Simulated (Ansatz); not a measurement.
`F[SiH](F)[SiH3]` + `C[SiH3]` → `F[SiH]([SiH3])C[SiH3]` + H–F  (formal exchange of groups at the Si–F bond)

Gas-phase electronic energies from Ansatz, PBE0-D4/def2-TZVP geometries. CCSD(T)/CBS adds triple-zeta CCSD(T) − MP2 to the extrapolated MP2 energy (def2 sets, frozen cores). This one scheme is used for every species. Each species was taken in one conformer, which may not be the lowest.

```tsv
species	MP2/CBS(def2) energy (Eh)
`F[SiH](F)[SiH3]`	-780.21113
`C[SiH3]`	-330.68857
`F[SiH]([SiH3])C[SiH3]`	-1010.46312
H–F	-100.38702
```

Question: Work out ΔE.

Answer: ΔE = (-1010.46312) + (-100.38702) − (-780.21113) − (-330.68857) = 0.04956 Eh = +1.35 eV. CCSD(T)/CBS gives +1.37 eV.

Largest T1 diagnostic among the species: 0.013.

In def2-TZVPP, CCSD(T) changes the Hartree–Fock value by −0.34 eV (the triples alone add −0.05 eV) and MP2 by −0.36 eV. The D4 term adds −0.16 eV with B3LYP and −0.09 eV with PBE0; it sums over pairs of atoms, weighted by their polarisabilities, and B3LYP, whose exchange is more repulsive, gets the larger term.

B3LYP here is the variant with VWN-RPA as its local correlation; programs differ in this.
